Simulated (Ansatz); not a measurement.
`C[S][InH2]`, charge 0, multiplicity 1.

Q: Give a relaxed structure at PBE0-D4/def2-TZVP (Ansatz). (An estimate is asked.)

A: The calculation gave: 
```xyz
8

C     1.046    0.965    0.281
S     0.628   -0.681    0.934
In   -1.307   -1.286   -0.302
H     1.017    1.687    1.097
H     0.355    1.283   -0.499
H     2.055    0.936   -0.131
H    -1.800   -0.093   -1.437
H    -1.993   -2.811    0.057
```
Point group Cs.
